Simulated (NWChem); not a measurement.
## Lowest excitation of CH$_{3}$FSi

```
C
H 1 1.1021
H 1 1.1065 2 108.72
H 1 1.1065 2 108.72 3 115.45
Si 1 1.9058 2 112.96 3 -122.27
F 5 1.6482 1 98.07 2 180.00
```
Charge 0, spin multiplicity 1.

Everything below was run with NWChem. Structure: optimised with B3LYP/def2-SVP, a minimum by its harmonic frequencies.

Basis set: def2-SVPD.

The correlated methods keep 7 core orbitals frozen. B3LYP has NWChem's definition, with VWN1-RPA local correlation. The structure started from a generated list of species. Coupled-cluster values serve here as a point of comparison, not as the truth.

Task: For the lowest vertical singlet excitation energy, TD-PBE gives 3.12 eV and TD-BHandHLYP gives 3.35 eV. What do CIS, TD-B3LYP, EOM-CCSD give?

Result: CIS: 3.67 eV; TD-B3LYP: 3.23 eV; EOM-CCSD: 3.42 eV.
